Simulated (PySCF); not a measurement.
# `[BH3-][C@@H](C=O)[C@H](C)C#N`, [C5H9BNO]-, charge -1

Molfile (atoms numbered from 1):
```
C5H9BNO
     RDKit          3D

 17 16  0  0  0  0  0  0  0  0999 V2000
    2.0080    0.3810   -0.0597 B   0  0  0  0  0  0  0  0  0  0  0  0
    0.4064   -0.0997   -0.5301 C   0  0  1  0  0  0  0  0  0  0  0  0
    0.5473   -1.5209   -0.6831 C   0  0  0  0  0  0  0  0  0  0  0  0
    0.1946   -2.4077    0.0850 O   0  0  0  0  0  0  0  0  0  0  0  0
   -0.6087    0.3072    0.5377 C   0  0  2  0  0  0  0  0  0  0  0  0
   -2.0241   -0.2114    0.2281 C   0  0  0  0  0  0  0  0  0  0  0  0
   -0.6747    1.7363    0.6726 C   0  0  0  0  0  0  0  0  0  0  0  0
   -0.8396    2.8678    0.7693 N   0  0  0  0  0  0  0  0  0  0  0  0
    2.7556    0.1830   -0.9848 H   0  0  0  0  0  0  0  0  0  0  0  0
    2.3477   -0.2361    0.9170 H   0  0  0  0  0  0  0  0  0  0  0  0
    1.9141    1.5578    0.1818 H   0  0  0  0  0  0  0  0  0  0  0  0
    0.2277    0.4059   -1.4786 H   0  0  0  0  0  0  0  0  0  0  0  0
    1.1083   -1.8036   -1.6049 H   0  0  0  0  0  0  0  0  0  0  0  0
   -0.2709   -0.1171    1.4901 H   0  0  0  0  0  0  0  0  0  0  0  0
   -2.3656    0.1683   -0.7350 H   0  0  0  0  0  0  0  0  0  0  0  0
   -2.7350    0.0987    0.9954 H   0  0  0  0  0  0  0  0  0  0  0  0
   -1.9979   -1.2974    0.1893 H   0  0  0  0  0  0  0  0  0  0  0  0
  1  2  1  0
  2  3  1  0
  3  4  2  0
  2  5  1  0
  5  6  1  0
  5  7  1  0
  7  8  3  0
  1  9  1  0
  1 10  1  0
  1 11  1  0
  2 12  1  6
  3 13  1  0
  5 14  1  1
  6 15  1  0
  6 16  1  0
  6 17  1  0
M  CHG  1   1  -1
M  END
```

Method used: PySCF 2.14.0, TDDFT CAM-B3LYP/def2-SVPD circular dichroism and optical rotation, one conformer, gas phase. Geometry: GFN2-xTB.

The molecule is flexible and this is one conformer; a measurement averages over conformers. For a gas-phase anion, states above the detachment energy (about 4.3 eV, taken as minus the energy of the highest occupied orbital) lie in the continuum and depend on the basis.

Problem. Draw the ECD and absorption spectra from the lowest 16 states, each a Gaussian of half-width 0.2 eV at 1/e height.

Solution. 
```
E (eV)  λ (nm)  Δε (L mol⁻¹ cm⁻¹)  ε (L mol⁻¹ cm⁻¹)
  4.24     292              +0.05             0.671
  4.34     286              +0.47              6.36
  4.44     279              +2.71              36.6
  4.54     273              +9.45               128
  4.64     267             +20.00               271
  4.74     261             +25.67               347
  4.84     256             +20.00               271
  4.94     251              +9.45               128
  5.04     246              +2.71              36.6
  5.14     241              +0.47              6.36
  5.24     237              +0.05             0.671
  5.34     232               0.00                 0
  5.44     228               0.00                 0
  5.54     224               0.00             0.112
  5.64     220              +0.02               1.8
  5.74     216              +0.22              17.5
  5.84     212              +1.30               105
  5.94     209              +4.58               390
  6.04     205              +9.30               995
  6.14     202              +8.40              2180
  6.24     199              -6.87              4850
  6.34     196             -32.09              9170
  6.44     192             -45.26             12200
  6.54     190             -32.67             11700
  6.64     187             -10.85             10300
  6.74     184              -4.28             10300
  6.84     181             -16.67             10500
  6.94     179             -29.00             10100
  7.04     176             -22.38              9550
  7.14     174              -3.46              9170
  7.24     171             +11.13              9580
  7.34     169             +13.69             11700
  7.44     167              -3.05             14500
```
Δε uses R in velocity form, ε uses f in length form. Only the states computed contribute, so the short-wavelength end is incomplete.
